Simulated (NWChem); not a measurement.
Two isomers of CH6F2Si2, each optimised at PBE-D3(BJ)/def2-SVP with NWChem. Flexible species stand in one conformer each, which need not be the lowest. 

A: FC(F)([SiH3])[SiH3]
B: F[SiH](F)C[SiH3]

**Question.** Which is lower in energy, by how much, and how do their other properties compare?

**Answer.** B is lower by 99.3 kcal/mol in electronic energy; with zero-point energies, B − A = -95.3 kcal/mol.
|  | A | B |
|---|---|---|
| highest occupied level (eV) | -6.48 | -7.67 |
| orbital gap (eV) | 5.87 | 7.65 |
| dipole (D) | 1.42 | 2.21 |
| highest harmonic frequency (cm⁻¹) | 2202 | 3058 |
| zero-point energy (kcal/mol) | 36.9 | 40.8 |
